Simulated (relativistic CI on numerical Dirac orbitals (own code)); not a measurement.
## Yb19+: q coefficients and field-shift factors

Method of calculation: Dirac-Coulomb-Breit CI, separate exchange-only KLI orbitals for each configuration, derivatives by finite differences, unscaled Slater integrals, QED left out (own radial code, finite nucleus).

CI space (outside the closed core [Ar] 3d10 4p6 4d10): 4s2.4f5, 4s2.4f4.5s, 4s2.4f3.5s2, 4s.4f4.5s2. Levels of other configurations are missing.

With x = (α/α₀)² − 1 an excitation energy changes as ω = ω₀ + qx; K = 2q/ω₀ is the relative enhancement. Terms are leading LS components, so labels can repeat. The field-shift factor is F = δν/δ⟨r²⟩ for the transition from the lowest level.

Lowest level 4s2.4f5 6H°_5/2.

```tsv
Level	ω₀ (cm⁻¹)	q (cm⁻¹)	K	F (GHz/fm²)
4s2.4f5 6H°_7/2	4859.2	6639	2.73	0.255
4s2.4f5 6H°_9/2	9942.1	12340	2.48	0.483
4s2.4f5 6H°_11/2	14954.3	16770	2.24	0.671
4s2.4f5 6F°_1/2	17901.5	8052	0.9	0.405
4s2.4f5 6F°_3/2	18110.9	6662	0.736	0.364
4s2.4f5 6F°_5/2	19216.7	5586	0.581	0.342
4s2.4f5 6H°_13/2	19753.2	19960	2.02	0.819
4s2.4f5 6F°_7/2	23237.0	11550	0.994	0.568
4s2.4f5 6H°_15/2	24148.2	21480	1.78	0.912
4s2.4f5 6F°_9/2	28307.0	17310	1.22	0.798
4s2.4f5 6F°_11/2	33673.8	22070	1.31	0.997
4s2.4f5 4G°_5/2	38780.5	3401	0.175	0.463
4s2.4f5 4M°_15/2	42128.4	1783	0.0846	0.423
4s2.4f5 4F°_3/2	42656.4	8239	0.386	0.64
4s2.4f5 4I°_9/2	47415.0	8379	0.353	0.695
4s2.4f5 4G°_7/2	47617.8	12110	0.509	0.814
4s2.4f5 4K°_11/2	47969.3	7633	0.318	0.663
4s2.4f5 4L°_13/2	48112.9	5939	0.247	0.607
4s2.4f5 4M°_17/2	50195.4	11310	0.451	0.796
4s2.4f5 4P°_5/2	53822.0	6912	0.257	0.687
4s2.4f5 4K°_15/2	54768.8	16350	0.597	1
4s2.4f5 4M°_19/2	55980.1	16510	0.59	1.02
4s2.4f5 4G°_9/2	56381.9	16550	0.587	1.02
```

At this charge energies of transitions that change n are usually good to better than 1 %, and those within a shell (Δn = 0) to a few per cent. Terms inside the open d or f shell come out 10 to 20 % too wide with unscaled integrals.
